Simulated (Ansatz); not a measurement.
`C[O][Sn]([CH3])([NH2])[Cl]` → 2 C• + Cl• + 8 H• + N• + O• + Sn•  (atomization)

Isolated molecules relaxed with PBE0-D4/def2-TZVP in Ansatz; ΔE leaves out vibrations. CCSD(T)/CBS is the MP2 limit (def2-TZVPP, def2-QZVPP) plus CCSD(T) − MP2 in def2-TZVPP, frozen cores. This one scheme is used for every species, atoms too. DFT in def2-TZVPP. Open shells (•) are unrestricted, without spin–orbit coupling. Spin–orbit coupling would lower the free atoms: a little for C, Cl, O; strongly for Sn. def2 core potentials past Kr. For Sn outer-core shells are correlated without core-valence functions, so the limit isn't a true one: a few kJ/mol of doubt a bond, and 10 to 20 or more in all where bonds break to atoms. One conformer a species, not always the lowest.

`C[O][Sn]([CH3])([NH2])[Cl]`:

Cartesian coordinates in Å:
```
C 1.214 0.061 2.022
O 0.893 -0.752 0.919
Sn 0.022 -0.014 -0.664
C -1.990 0.573 -0.356
N 0.286 -1.491 -1.990
Cl 1.236 1.926 -1.203
H 0.320 0.442 2.533
H 1.839 0.917 1.742
H 1.774 -0.547 2.739
H -2.403 0.949 -1.291
H -2.564 -0.288 -0.017
H -2.019 1.361 0.395
H 0.205 -1.198 -2.956
H 1.187 -1.938 -1.873
```

| level | ΔE (kJ/mol) |
| --- | --- |
| PBE | 4948.9 |
| MP2/def2-QZVPP | 4924.9 |

Task: What does CCSD(T)/CBS give? (Estimate.)

Result: Ansatz gave: +4924.7 kJ/mol. The listed levels differ from it by 24.2, 0.2 kJ/mol.

Largest T1 diagnostic among the species: 0.012.

From PBE to PBE0 (25 % exact exchange), in def2-TZVPP and without D4, ΔE moves by −94.0 kJ/mol: exact exchange takes away binding that semilocal exchange gives to molecules. In def2-TZVPP, CCSD(T) changes the Hartree–Fock value by +1332.8 kJ/mol (the triples alone add +81.3 kJ/mol) and MP2 by +1394.7 kJ/mol; breaking electron pairs costs correlation energy, which Hartree–Fock lacks.

For atomizations the MP2-based limit and the directly extrapolated one differ by several kJ/mol either way, and by 10 to 25 for some Ge, Se and Sn compounds, so smaller differences from it don't rank the levels.
